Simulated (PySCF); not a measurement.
Record of a relaxation.

1-bromonaphthalene, C₁₀H₇Br.
Bonds: Br1–C2, C2–C3 (aromatic), C3–C4 (aromatic), C4–C5 (aromatic), C5–C6 (aromatic), C6–C7 (aromatic), C7–C8 (aromatic), C8–C9 (aromatic), C9–C10 (aromatic), C10–C11 (aromatic), C2–C11 (aromatic), C6–C11 (aromatic). Hydrogens: H12 on C3; H13 on C4; H14 on C5; H15 on C7; H16 on C8; H17 on C9; H18 on C10.

Computed by this run: PySCF 2.14.0, PBE0-D3(BJ)/def2-SVP geometry optimisation, gas phase; density fitting, grid level 1; the optimiser is geomeTRIC in internal coordinates, started from a GFN2-xTB structure. 4 of its 5 geometries are shown. The frame can shift and turn from step to step; on so coarse a grid that alone can change the energy by a few meV, and forces under 0.02 eV/Å are noise.

Step 0: E = -80494.7758 eV, largest atomic force 0.770 eV/Å
```
atom  x, y, z in Å  |  force x, y, z in eV/Å
Br1     1.203    3.274   -0.303    0.018  -0.295   0.027
C2      1.194    1.371   -0.129    0.056   0.764  -0.071
C3      2.399    0.727   -0.070    0.021   0.042  -0.008
C4      2.436   -0.668    0.057   -0.065  -0.012   0.003
C5      1.276   -1.385    0.122   -0.059  -0.008   0.001
C6      0.023   -0.740    0.065    0.051  -0.055   0.003
C7     -1.185   -1.465    0.134    0.035   0.020   0.001
C8     -2.392   -0.827    0.080   -0.025  -0.043   0.000
C9     -2.446    0.568   -0.047    0.020  -0.015   0.006
C10    -1.296    1.303   -0.118   -0.060   0.032  -0.006
C11    -0.035    0.676   -0.064   -0.015   0.108  -0.006
H12     3.320    1.288   -0.122    0.341   0.266  -0.023
H13     3.394   -1.163    0.102    0.413  -0.246   0.020
H14     1.298   -2.461    0.220    0.018  -0.469   0.044
H15    -1.133   -2.539    0.232    0.007  -0.467   0.043
H16    -3.311   -1.393    0.135   -0.379  -0.271   0.025
H17    -3.406    1.062   -0.089   -0.407   0.240  -0.021
H18    -1.346    2.377   -0.217    0.032   0.408  -0.037
```

Step 1: E = -80494.8213 eV, largest atomic force 0.149 eV/Å
```
atom  x, y, z in Å  |  force x, y, z in eV/Å
Br1     1.044    2.569   -0.340   -0.002   0.148  -0.014
C2      1.029    0.693   -0.169   -0.005  -0.130   0.011
C3      2.236    0.036   -0.112    0.035   0.054  -0.005
C4      2.271   -1.368    0.016    0.073  -0.042   0.004
C5      1.104   -2.089    0.086   -0.005  -0.063   0.006
C6     -0.152   -1.436    0.030   -0.004   0.011   0.000
C7     -1.367   -2.165    0.101    0.011  -0.071   0.005
C8     -2.582   -1.526    0.047   -0.058  -0.036   0.005
C9     -2.635   -0.121   -0.081   -0.079   0.042  -0.004
C10    -1.479    0.618   -0.154    0.023   0.061  -0.004
C11    -0.209   -0.010   -0.101    0.021   0.003  -0.001
H12     3.166    0.607   -0.166   -0.029  -0.022   0.001
H13     3.239   -1.875    0.060   -0.035   0.016  -0.002
H14     1.127   -3.177    0.185   -0.002   0.031  -0.003
H15    -1.316   -3.253    0.200   -0.001   0.033  -0.003
H16    -3.509   -2.103    0.103    0.027   0.016  -0.001
H17    -3.604    0.384   -0.124    0.030  -0.018   0.002
H18    -1.522    1.705   -0.253    0.000  -0.033   0.003
```

Step 3: E = -80494.8220 eV, largest atomic force 0.047 eV/Å
```
atom  x, y, z in Å  |  force x, y, z in eV/Å
Br1     1.050    2.575   -0.341   -0.021  -0.011   0.001
C2      1.029    0.691   -0.169    0.016   0.026  -0.003
C3      2.239    0.036   -0.113   -0.037  -0.028   0.002
C4      2.271   -1.369    0.015    0.009  -0.007   0.000
C5      1.104   -2.090    0.086    0.001   0.020  -0.002
C6     -0.153   -1.436    0.030   -0.005  -0.003   0.000
C7     -1.369   -2.165    0.102   -0.004   0.002   0.000
C8     -2.584   -1.526    0.048    0.034   0.020  -0.002
C9     -2.636   -0.120   -0.081   -0.016   0.011  -0.001
C10    -1.479    0.620   -0.153    0.003  -0.036   0.003
C11    -0.210   -0.010   -0.100    0.020   0.015  -0.001
H12     3.167    0.606   -0.168    0.001  -0.001   0.000
H13     3.238   -1.876    0.058    0.007  -0.006   0.000
H14     1.126   -3.178    0.185    0.001  -0.004   0.000
H15    -1.318   -3.253    0.201    0.001  -0.007   0.001
H16    -3.511   -2.102    0.104   -0.003   0.001   0.000
H17    -3.603    0.384   -0.123   -0.009   0.005   0.000
H18    -1.521    1.706   -0.252    0.000   0.004   0.000
```

Step 4: E = -80494.8221 eV, largest atomic force under 0.02 eV/Å
```
atom  x, y, z in Å  |  force x, y, z in eV/Å
Br1     1.046    2.575   -0.341   -0.006  -0.008   0.001
C2      1.029    0.691   -0.169    0.009   0.014  -0.001
C3      2.238    0.036   -0.113   -0.017  -0.009   0.001
C4      2.272   -1.370    0.015    0.003  -0.002   0.000
C5      1.104   -2.090    0.086    0.000   0.007  -0.001
C6     -0.153   -1.436    0.030   -0.002  -0.001   0.000
C7     -1.368   -2.165    0.102   -0.001   0.003   0.000
C8     -2.584   -1.526    0.048    0.013   0.007  -0.001
C9     -2.636   -0.120   -0.081   -0.005   0.004   0.000
C10    -1.478    0.620   -0.153    0.000  -0.016   0.001
C11    -0.209   -0.010   -0.100    0.007   0.007  -0.001
H12     3.167    0.606   -0.168    0.002   0.000   0.000
H13     3.238   -1.877    0.058    0.004  -0.003   0.000
H14     1.127   -3.178    0.185    0.000  -0.003   0.000
H15    -1.318   -3.252    0.201    0.000  -0.003   0.001
H16    -3.510   -2.101    0.104   -0.003   0.000   0.000
H17    -3.604    0.385   -0.123   -0.004   0.002   0.000
H18    -1.521    1.705   -0.252    0.000   0.002   0.000
```

**Question.** Summarise the path.

**Answer.** The energy falls by 1.07 kcal/mol from step 0 to step 4; nine tenths of that is first reached at step 1. It falls at every step. The largest force goes from 0.770 to under 0.02 eV/Å. Among the bonds Br1–C2 changes most, from 1.911 to 1.892 Å; the atoms move by 0.019 Å rms after alignment.

**Question.** Follow the three bonds and two angles with the largest change from start to end.

**Answer.** 
| step | E above end (kcal/mol) | largest force (eV/Å) | Br1–C2 (Å) | C4–H13 (Å) | C9–H17 (Å) | C2–C3–H12 (°) | C11–C10–H18 (°) |
| --- | --- | --- | --- | --- | --- | --- | --- |
| 0 | 1.07 | 0.770 | 1.911 | 1.079 | 1.080 | 120.4 | 119.2 |
| 1 | 0.02 | 0.149 | 1.884 | 1.093 | 1.093 | 119.7 | 118.7 |
| 2 | 0.00 | 0.047 | 1.892 | 1.092 | 1.092 | 119.7 | 118.6 |
| 3 | 0.00 | 0.047 | 1.893 | 1.092 | 1.092 | 119.8 | 118.7 |
| 4 | 0.00 | under 0.02 | 1.892 | 1.092 | 1.092 | 119.8 | 118.7 |

The cost below is that of the whole optimisation. Rough CPU time on one thread of a shared machine: about 5 min.
